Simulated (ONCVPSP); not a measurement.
# Pb (Z = 82) ONCV: all-electron and pseudo phase curves

```json
{"Element": "Pb (Z = 82)", "Generator": "ONCVPSP 4.0.1", "Type": "optimised norm-conserving Vanderbilt (ONCV)", "Functional": "PBE", "Relativity": "scalar-relativistic", "Frozen core": "[Kr] 4d10 4f14", "Valence charge": "22", "Reference configuration": "5s2 5p6 5d10 6s2 6p0.5 (charge +1.5)", "Partial waves": "5s+6s: rc 1.45 bohr, ncon 3, nbas 7, qcut 10.5 1/bohr, 2 projectors; 5p+6p: rc 1.35 bohr, ncon 3, nbas 6, qcut 7.9 1/bohr, 2 projectors; 5d: rc 1.65 bohr, ncon 3, nbas 7, qcut 9.6 1/bohr, 3 projectors, debl 3 Ha", "Local potential": "polynomial inside 0.90 bohr (lpopt 5, dvloc0 6 Ha)", "Core correction": "Teter function, fcfact 5.75, rcfact 1.1"}
```

The phase is arctan(r·R′/R) of the radial function R(r), unwrapped; energies in Ha, scanned from -7 to 5 Ha. A pole is an energy at which the radial function vanishes at the test radius. The pseudo phase is shifted by a multiple of π to meet the all-electron one at the reference energy, and phase errors are pseudo minus all-electron; the curves can meet again beyond the range given. Levels narrower than the energy grid can be missing from the lists of poles.

```
channel  radius (bohr)  reference energy (Ha)  poles, all-electron  poles, pseudo  unbroken range about the reference energy with phases within 0.05 rad  phase error 1 Ha above the reference energy (rad)
      s           1.47                  -0.85                -5.34    -5.34, 3.98                                                              below 3.8                                             -0.001
      p           1.37                  -0.49                -2.31          -2.31                                                        the whole range                                             -0.000
      d           1.67                  -1.22                -0.26          -0.26                                                        the whole range                                             +0.000
```

Note: no bound ghost flagged; GHOST(+) flagged for s at 109.2 eV.

Phases in the d channel:

```json
{"E (Ha)": "-6.96", "all-electron": "1.356", "pseudo": "1.356"}
{"E (Ha)": "-6.32", "all-electron": "1.339", "pseudo": "1.339"}
{"E (Ha)": "-5.68", "all-electron": "1.318", "pseudo": "1.318"}
{"E (Ha)": "-5.04", "all-electron": "1.289", "pseudo": "1.289"}
{"E (Ha)": "-4.40", "all-electron": "1.249", "pseudo": "1.249"}
{"E (Ha)": "-3.76", "all-electron": "1.185", "pseudo": "1.185"}
{"E (Ha)": "-3.12", "all-electron": "1.069", "pseudo": "1.069"}
{"E (Ha)": "-2.48", "all-electron": "0.775", "pseudo": "0.775"}
{"E (Ha)": "-1.84", "all-electron": "-0.275", "pseudo": "-0.275"}
{"E (Ha)": "-1.20", "all-electron": "-1.225", "pseudo": "-1.225"}
{"E (Ha)": "-0.56", "all-electron": "-1.501", "pseudo": "-1.501"}
{"E (Ha)": "0.08", "all-electron": "-1.633", "pseudo": "-1.633"}
{"E (Ha)": "0.72", "all-electron": "-1.735", "pseudo": "-1.735"}
{"E (Ha)": "1.36", "all-electron": "-1.847", "pseudo": "-1.847"}
{"E (Ha)": "2.00", "all-electron": "-2.021", "pseudo": "-2.021"}
{"E (Ha)": "2.64", "all-electron": "-2.402", "pseudo": "-2.402"}
{"E (Ha)": "3.28", "all-electron": "-3.317", "pseudo": "-3.316"}
{"E (Ha)": "3.92", "all-electron": "-4.061", "pseudo": "-4.061"}
{"E (Ha)": "4.56", "all-electron": "-4.344", "pseudo": "-4.344"}
```
